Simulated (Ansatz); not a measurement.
Input file for `O[SiH2][NH][GeH2][OH]`:

```yaml
crystal:
  periodic: [false, false, false]
  atoms:
    - {symbol: O, position_ang: [-1.672766, -0.070649, 0.980798]}
    - {symbol: Si, position_ang: [-1.163604, 1.250956, 0.157159]}
    - {symbol: N, position_ang: [0.386122, 0.903454, -0.526052]}
    - {symbol: Ge, position_ang: [1.054686, -0.775715, -0.706798]}
    - {symbol: O, position_ang: [0.838757, -1.513478, 0.921185]}
    - {symbol: H, position_ang: [-0.961600, -0.606404, 1.359268]}
    - {symbol: H, position_ang: [-0.999814, 2.471423, 0.995586]}
    - {symbol: H, position_ang: [-2.214068, 1.505768, -0.859073]}
    - {symbol: H, position_ang: [1.085787, 1.628372, -0.479068]}
    - {symbol: H, position_ang: [2.549924, -0.693345, -1.052101]}
    - {symbol: H, position_ang: [0.248873, -1.626898, -1.701602]}
    - {symbol: H, position_ang: [0.847713, -2.473484, 0.910697]}
basis:
  gaussian: {orbitals: def2-TZVPP}
correlation: {method: ccsd_t}
```

```sh
$ ansatz run in.yaml --threads 2 --pin off --events-out ev --progress --plain --max-ram 22528MiB --backend cuda --devices 0, --max-vram 18GiB
```

Log, shortened:

```
Functional definition: HF
1698 factors; integrals over basis functions are off by at most 8.3e-4 eV
mean field evaluation 1: about -70002.4199 eV, gradient 5.7e1 eV
mean field evaluation 2: about -70002.6756 eV, gradient 5.8e1 eV
mean field evaluation 4: about -70008.8657 eV, gradient 4.0e0 eV
mean field evaluation 8: about -70008.9352 eV, gradient 3.3e-1 eV
mean field -70008.93552011 eV, -2572.7809266033 hartree, gradient 2.1e-6 eV, S^2 0.000000; 0 other end points of the search recorded, 0 dependent functions left out
17 core orbitals not correlated: weight in the atoms' cores, before any rotation towards them, 1.000 or more for the frozen orbitals, at most 0.000 for the correlated occupied ones
reference -70008.93552011 eV, -2572.7809266033 hartree; 21, 21 occupied and 243, 243 virtual orbitals, 1698 factors
second order -29.37011960 eV of doubles, -0.00000000 eV of singles
cycle   1  -29.23809066 eV  change    1.3e-1 eV  update   1.2e-1
cycle   2  -30.00942609 eV  change   -7.7e-1 eV  update   3.4e-2
cycle   3  -30.15848962 eV  change   -1.5e-1 eV  update   1.7e-2
cycle   4  -30.13856800 eV  change    2.0e-2 eV  update   3.6e-3
cycle   5  -30.13765710 eV  change    9.1e-4 eV  update   1.7e-3
cycle   6  -30.13860302 eV  change   -9.5e-4 eV  update   5.0e-4
cycle   7  -30.13830778 eV  change    3.0e-4 eV  update   2.0e-4
cycle   8  -30.13825052 eV  change    5.7e-5 eV  update   6.5e-5
cycle   9  -30.13826903 eV  change   -1.9e-5 eV  update   2.5e-5
perturbative correction -1.09415506 eV, -0.0402094566 hartree
Total energy: -70040.16794420 eV, -2573.9286970183 hartree
```

Run time 11 s (2 threads of an AMD EPYC 7R13 on a shared host and a share of an NVIDIA H100 80 GB); peak host memory 1.2 GiB.

MP2 recovers 94.0 % of the CCSD(T) correlation energy and the triples give 3.5 %; T1 = 0.0117.
